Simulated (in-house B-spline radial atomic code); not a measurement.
Checks on a self-consistent run for Mn¹⁵⁺, [He] 2s2 2p6. Level of theory: Dirac-Hartree-Fock, average of configuration, Fermi nucleus of rms radius 3.7057 fm; calculated with a B-spline radial code for spherical atoms.

| orbital | q | ε (Eh) | <1/r> | <r²> | small-component weight |
| --- | --- | --- | --- | --- | --- |
| 1s1/2 | 2 | -260.52797 | 24.9466 | 0.00497281 | 0.0080825 |
| 2s1/2 | 2 | -46.33349 | 5.43011 | 0.0880082 | 0.0015236 |
| 2p1/2 | 2 | -42.11810 | 5.34306 | 0.0704556 | 0.0014862 |
| 2p3/2 | 4 | -41.71489 | 5.2587 | 0.0719144 | 0.0014688 |

Electron-electron repulsion V_ee = 189.0505 hartree.

(1) What total energy follows from the eigenvalues?

(2) Does the Dirac virial theorem hold?

(3) What diamagnetic shielding (Lamb formula) and susceptibility (Langevin formula) do the radii give?

## Answers

(1) The eigenvalues count the repulsion twice, so E = Σqε - V_ee = -864.819 - 189.050 = -1053.869 hartree; the run printed -1053.869.

(2) For a point nucleus E = -2c²Σq·w, with w the small-component weight. Here Σq·w = 0.02806 and c = 137.0360, so the ratio E/(-2c²Σq·w) is 1.000006; the finite nucleus accounts for the departure from 1.

(3) σ = (α²/3)Σq<1/r> = 92.4742/(3·137.036²) = 1641.5 ppm, and χ = -0.79199×10⁻⁶·Σq<r²> = -0.4867×10⁻⁶ cm³/mol with Σq<r²> = 0.61453 bohr². Both are non-relativistic formulas without the paramagnetism of open shells.
